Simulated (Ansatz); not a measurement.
`BO[SiH2]F` + H₂ → `BO[SiH3]` + H–F at 298.15 K and 1 bar (hydrogenolysis of the Si–F bond).

Program: Ansatz. Geometries: PBE0-D4/def2-TZVP. ΔE: electronic, gas phase. CBS: MP2 limit from def2 TZ/QZ plus the TZ coupled-cluster correction, frozen cores. This one scheme is used for every species. Each species was taken in one conformer, which may not be the lowest.

```tsv
species	CCSD(T)/CBS energy (Eh)	H − E (kJ/mol)	S (J/(mol·K))
`BO[SiH2]F`	-491.38453	138.7	314.2
H₂	-1.17544	35.1	130.4
`BO[SiH3]`	-392.11480	149.0	292.2
H–F	-100.39570	33.5	173.6
```

H − E and S are ideal-gas, rigid-rotor, harmonic terms from PBE0-D4/def2-TZVP, for one conformer and one mirror image of each species. The MP2-based limit puts H₂ 0.8 mEh under its directly extrapolated value; such offsets cancel only in part. 1 Eh = 2625.50 kJ/mol, R = 8.31446 J/(mol·K).

**Question.** By hand: ΔE, ΔH, ΔS and ΔG.

**Answer.** ΔE = (-392.11480) + (-100.39570) − (-491.38453) − (-1.17544) = 0.04947 Eh = 129.9 kJ/mol. Δ(H − E) = 149.0 + 33.5 − 138.7 − 35.1 = 8.7, so ΔH = 138.6 kJ/mol. ΔS = 292.2 + 173.6 − 314.2 − 130.4 = 21.2 J/(mol·K). ΔG = 138.6 − 298.15 × (21.2)/1000 = 132.3 kJ/mol.

**Question.** By hand: the equilibrium constant, and the temperature at which ΔG would vanish if ΔH and ΔS stayed fixed.

**Answer.** log₁₀ K = −ΔG/(RT ln 10) = -23.2. ΔG = 0 at ΔH/ΔS = 6538 K, far beyond where these terms or the molecules hold.

ΔH outweighs TΔS. A doubt of 5 kJ/mol in ΔE shifts log₁₀ K by 0.9 here. Other conformers and mirror images would add mixing entropy, several J/(mol·K) or more a flexible species. Modes under 60 cm⁻¹, often nearly free rotors, make the harmonic entropy too high. These are equilibria of isolated gas molecules and say nothing of rates. Largest T1 diagnostic: 0.013 (customary marks: 0.02 for closed shells, 0.045 for open ones).
